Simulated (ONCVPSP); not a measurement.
## sulfur, ONCV: configuration errors across variants

sulfur (S), optimised norm-conserving Vanderbilt (ONCV), made with ONCVPSP 4.0.1 (PBE, non-relativistic). Core [He], reference 2s2 2p6 3s2 3p4. Waves: 2s+3s: rc 0.70 bohr, ncon 4, nbas 8, qcut 15.5 1/bohr, 2 projectors; 2p+3p: rc 0.80 bohr, ncon 3, nbas 7, qcut 21.3 1/bohr, 2 projectors. Local part: polynomial inside 0.60 bohr (lpopt 3, dvloc0 0 Ha). Core correction: Teter function, fcfact 4.5, rcfact 1.1.

All-electron excitation energies from the reference (eV): (1) 2s2 2p6 3s2 3p3 11.782; (2) 2s2 2p6 3s2 3p2 34.078; (3) 2s2 2p6 3s2 3p1 68.128; (4) 2s2 2p6 3s1 3p4 22.524.

Errors AE − PS in meV (a dash: test not solved or not reliable):

| change | (1) | (2) | (3) | (4) | bound ghosts | GHOST(+) flags above zero |
| --- | --- | --- | --- | --- | --- | --- |
| base | +0.3 | +2.1 | +8.1 | -0.7 | none | none |
| core correction none | +0.3 | +2.2 | +8.2 | -0.3 | none | none |
| core correction Teter function, fcfact 5.3, rcfact 1.1 | +0.3 | +2.1 | +8.1 | -0.7 | none | none |
| s: qcut 16.2 | +0.3 | +2.1 | +7.9 | -0.7 | none | none |
| s: qcut 10.2; p: qcut 14 | +0.1 | +2.4 | +11 | -1.9 | none | s |
| local potential polynomial inside 0.60 bohr (lpopt 3, dvloc0 7.5 Ha) | +0.3 | +2.1 | +8.0 | -0.7 | none | none |

Question: Give the same row for: local potential polynomial inside 0.60 bohr (lpopt 5, dvloc0 1 Ha).

Answer: +0.3, +2.1, +7.9, -0.7; bound ghosts: none; GHOST(+) flags above zero: none.
